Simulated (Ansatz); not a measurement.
Mulliken charges of CH₃F₂Ge, SMILES `[CH3][Ge]([F])[F]` radical from B3LYP/def2-TZVPP in Ansatz (PBE0-D4/def2-TZVP geometry).

```
atom   x (Å)   y (Å)   z (Å)  charge (e)
  C1  -0.294   0.798  -0.204      -0.396
 Ge2  -0.108  -0.967   0.637       0.752
  F3   1.519  -1.066   1.250      -0.370
  F4  -0.114  -2.142  -0.648      -0.370
  H5  -1.264   0.868  -0.694       0.125
  H6  -0.189   1.574   0.552       0.125
  H7   0.512   0.867  -0.938       0.135
```

By hand: the dipole of these point charges (1 e Å = 4.8032 D).

Σ q r = (-0.597, 0.566, 0.193) e Å, of length 0.845 e Å = 4.06 D.

How does the dipole of the full density compare? (Estimate.)

Computed: (-0.404, 0.533, 0.045) e Å, 3.22 D; the point charges give 1.26 times that, at 13° from its direction.

Point charges leave out the atoms' own dipoles, such as those of lone pairs, and Mulliken's split depends on the basis, so the two needn't agree.

B3LYP here is the variant with VWN-RPA as its local correlation; programs differ in this.
